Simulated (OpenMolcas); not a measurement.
**O I: terms and fine structure**

| Quantity | Value |
| --- | --- |
| Program | OpenMolcas |
| Method | SS-CASPT2, IPEA 0.25 Eh, imaginary shift 0.1 Eh (closed shells correlated: 1s) |
| Basis | ANO-RCC-VTZP [4s3p2d1f] |
| Scalar Hamiltonian | DKH2, point nucleus |
| Active space | 6 electrons in 4 orbitals (2s 2p) |
| State averaging | 2S+1 = 3 even, 3 roots; 2S+1 = 1 even, 6 roots |
| Spin-orbit coupling | RASSI with atomic mean-field integrals over the reference wave functions, term energies averaged over their components |

With spin-orbit coupling, above the lowest level:

```json
{"Configuration": "2s² 2p⁴", "Term": "³P", "J": "2", "E (cm⁻¹)": "0.0", "Measured (cm⁻¹)": "0.0", "g": "1.501", "Term weight %": "100"}
{"Configuration": "2s² 2p⁴", "Term": "³P", "J": "1", "E (cm⁻¹)": "149", "Measured (cm⁻¹)": "158", "g": "1.501", "Term weight %": "100"}
{"Configuration": "2s² 2p⁴", "Term": "³P", "J": "0", "E (cm⁻¹)": "222", "Measured (cm⁻¹)": "227", "g": "", "Term weight %": "100"}
{"Configuration": "2s² 2p⁴", "Term": "¹D", "J": "2", "E (cm⁻¹)": "15860", "Measured (cm⁻¹)": "15868", "g": "1.000", "Term weight %": "100"}
{"Configuration": "2s² 2p⁴", "Term": "¹S", "J": "0", "E (cm⁻¹)": "33320", "Measured (cm⁻¹)": "33793", "g": "", "Term weight %": "100"}
```

Against the 4 measured excited levels shown (NIST Handbook of Basic Atomic Spectroscopic Data) the mean absolute deviation is 120 cm-1; the largest miss in energy is 2s² 2p⁴ ¹S₀: computed 33320, measured 33793 cm⁻¹ (-1.4 %), and the largest in proportion 2s² 2p⁴ ³P₁ (-5.6 %).

Spin-orbit coupling puts the lowest level 75.0 cm⁻¹ below the lowest spin-free term.

For ³P the intervals divided by the larger J are -73.1, -74.7 cm-1. Landé's interval rule makes them equal in pure LS coupling; they differ by 2 % of their mean. The multiplet is inverted.

CASPT2 does not keep the components of a term degenerate, so their means are used; among the terms shown or strongly mixed into the levels shown the widest spread is 120 cm-1 (2s² 2p⁴ ¹D). Computed and measured levels are paired by configuration, term and J; levels that our copy of the source lacks, or whose pairing is in doubt (as where it misses far off the trend of its configuration), stay unpaired and out of the deviations. Only configurations of the active space appear. The first state left out of the spin-orbit step lies near 140000 cm-1 above the lowest spin-free state of the reference (among the parities and spins computed), and the list stops at four fifths of that energy or lower.

The term weight is that of the spin-free term in the level, not the purity of its configuration.
